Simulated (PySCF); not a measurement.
A structure optimised at PBE-D3(BJ)/def2-SVP, used in a PySCF frequency run:

```
Al
C 1 1.9634
H 2 1.1086 1 112.84
H 2 1.1114 3 107.79 1 122.73
H 2 1.1114 3 107.79 4 114.57
C 1 1.9704 2 124.79 3 179.92
H 6 1.1096 1 111.46 2 -0.15
H 6 1.1110 7 107.43 1 122.80
H 6 1.1110 7 107.42 8 114.43
S 1 2.2030 2 115.58 3 -0.12
C 10 1.8426 1 104.28 2 179.99
H 11 1.1063 10 112.33 1 0.48
H 11 1.1068 12 108.91 10 -120.69
H 11 1.1068 12 108.92 13 -118.56
```

Write its SMILES and formula.

C[S][Al]([CH3])[CH3], C3H9AlS

What are its rotational constants (standard atomic weights)?

3.9825, 1.9557, 1.3453 GHz
